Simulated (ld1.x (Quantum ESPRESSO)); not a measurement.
## Varying the ultrasoft potential for osmium

Base potential:

Os, ultrasoft, made with ld1.x (Quantum ESPRESSO) 7.5 (PBE, scalar-relativistic). Core [Xe] 4f14, reference 5d6 6s1 6p0 (charge +1). Waves: 6s (bound): rcut 2.05, rcutus 2.25 bohr; 6s channel at 1.3 Ry: rcut 2.05, rcutus 2.25 bohr; 6p (bound, empty): rcut 2.45, rcutus 3.10 bohr; 6p channel at 2.5 Ry: rcut 2.45, rcutus 3.10 bohr; 5d (bound): rcut 1.30, rcutus 1.80 bohr; 5d channel at 1.5 Ry: rcut 1.30, rcutus 1.80 bohr. Local part: all-electron potential smoothed inside 1.80 bohr (lloc = -1). Core correction: a·sin(br)/r model core inside 1.20 bohr. Augmentation charge: built from norm-conserving waves at rcut, not smoothed further.

All-electron outer shells of the reference configuration (PBE, scalar-relativistic, ld1.x):

```
shell  level (eV)  outermost node (bohr)  outermost maximum (bohr)
   5p      -58.92                   0.55                      1.03
   5d      -14.14                   0.60                      1.36
   6s      -13.14                   1.20                      2.39
   6p       -7.10                   1.42                      3.14
```

Cutoffs, loose and tight: the cutoffs (Ry, on a coarse ladder) from which the occupation-weighted sum of valence levels, in a spherical-Bessel basis at the reference potential, stays within 10 and 1 mRy of its value at 400 Ry. They do not see the model core or the augmentation charge, which bear on the density cutoff. Test errors are all-electron minus pseudo excitation energies from the reference, over the configurations 5d6 6s2 6p0; 5d6 6s0 6p0; 5d5 6s0 6p0; 5d6 6s1.5 6p0; 5d5 6s2 6p1; 5d6 6s1 6p1; 5d6.5 6s1.5 6p0. A dash means not determined; rows that change the core or the reference have their own tests.

A true bound ghost makes a file unfit for plane-wave use even where its test errors are small: the radial tests pick states by their node count and pass the ghost by.

```tsv
change	outcome	cutoff, loose	cutoff, tight	bound ghosts	largest test error (meV)
base	generated	30 Ry	50 Ry	s	-99
core correction a·sin(br)/r model core inside 0.82 bohr	generated	30 Ry	50 Ry	s	-99
core correction a·sin(br)/r model core inside 1.06 bohr	generated	30 Ry	50 Ry	s	-99
core correction a·sin(br)/r model core inside 1.42 bohr	generated	30 Ry	50 Ry	s	-98
core correction a·sin(br)/r model core inside 1.70 bohr	generated	30 Ry	50 Ry	s	-98
core correction a·sin(br)/r model core inside 1.94 bohr	generated	30 Ry	50 Ry	s	-91
```

Problem. What comes out with this change to the base: core correction a·sin(br)/r model core inside 2.08 bohr?

Solution. outcome: generated; cutoff, loose: 30 Ry; cutoff, tight: 50 Ry; bound ghosts: s; largest test error (meV): -81.

Problem. What comes out with this change to the base: core correction none?

Solution. outcome: generated; cutoff, loose: 30 Ry; cutoff, tight: 50 Ry; bound ghosts: s; largest test error (meV): +53.
